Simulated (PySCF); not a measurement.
**Energy of Ti²⁺ (titanium, charge +2) between two integer charges**

The 3d alpha orbital of [Ar] 3d2 is emptied in steps (occupation f), with all orbitals relaxed, ending at [Ar] 3d1. Computed with PySCF 2.14 in jorge-DZP-DKH (8s6p2d1f, 43 functions), with scalar relativity by spin-free X2C-1e. The exact energy is a straight line in f; departures are measured from the line between the end points of the same method.

| f | BHandHLYP (eV) | wB97X (eV) | B3LYP (eV) |
| --- | --- | --- | --- |
| 1 | 0.000 | 0.000 | 0.000 |
| 0.75 | -0.585 | -0.487 | -1.056 |
| 0.5 | -0.785 | -0.660 | -1.422 |
| 0.25 | -0.592 | -0.501 | -1.075 |
| 0 | 0.000 | 0.000 | 0.000 |

```csv
method,E(f=0) − E(f=1) (eV),−ε at f=1 (eV),−ε at f=0.5 (eV)
BHandHLYP,27.744,24.643,27.725
wB97X,27.509,24.952,27.473
B3LYP,28.043,22.463,27.992
```

Orbital energy along the path (eV):

```tsv
f	BHandHLYP	wB97X	B3LYP
1	-24.643	-24.952	-22.463
0.75	-26.169	-26.178	-25.186
0.5	-27.725	-27.473	-27.992
0.25	-29.309	-28.823	-30.875
0	-30.921	-30.203	-33.822
```

Reference removal energy between the ground levels: 27.492 eV (measured; NIST Atomic Spectra Database, ionization energies). The calculation has no spin-orbit coupling.
